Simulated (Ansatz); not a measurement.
Reactions of CH9BSi3, SMILES `[SiH3][SiH2]B1C[SiH2]1`.

Isolated molecules relaxed with PBE0-D4/def2-TZVP in Ansatz; ΔE leaves out vibrations. CBS: MP2 limit from def2 TZ/QZ plus the TZ coupled-cluster correction, frozen cores. This one scheme is used for every species. Elements past krypton have def2 core potentials. For Ga, Ge, I outer-core shells are correlated without core-valence functions, which leaves a few kJ/mol of doubt a bond. Scalar relativity is left out up to krypton. Each species was taken in one conformer, which may not be the lowest.

| reaction | HF/CBS(def2) (eV) |
| --- | --- |
| `[SiH3][SiH2]B1C[SiH2]1` + H₂ → `[SiH3]B1C[SiH2]1` + SiH₄ | -0.48 |
| `[SiH3][SiH2]B1C[SiH2]1` + `BNC=C` → `BN(C=C)[SiH2][SiH3]` + `B1C[SiH2]1` | -0.23 |
| `[SiH3][SiH2]B1C[SiH2]1` + HI → `IB1C[SiH2]1` + `[SiH3][SiH3]` | -0.79 |
| `[SiH3][SiH2]B1C[SiH2]1` + `[OH][GeH3]` → `[SiH3][SiH2][O][GeH3]` + `B1C[SiH2]1` | -1.20 |
| `[SiH3][SiH2]B1C[SiH2]1` + `CCBS` → `CCBS[SiH3]` + `[SiH3]B1C[SiH2]1` | -0.54 |
| `[SiH3][SiH2]B1C[SiH2]1` + H₂ → `B1C[SiH2]1` + `[SiH3][SiH3]` | -0.49 |
| `[SiH3][SiH2]B1C[SiH2]1` + `[OH][Ga]([OH])[OH]` → `[OH][Ga]([OH])[O][SiH3]` + `[SiH3]B1C[SiH2]1` | -1.30 |

Q: Give the CCSD(T)/CBS values in the same order. (Estimate.)

A: Computed: -0.12, -0.20, -0.66, -0.88, -0.44, -0.10, -0.94 eV.

Largest T1 diagnostic: 0.015, for `[SiH3][SiH2]B1C[SiH2]1`.
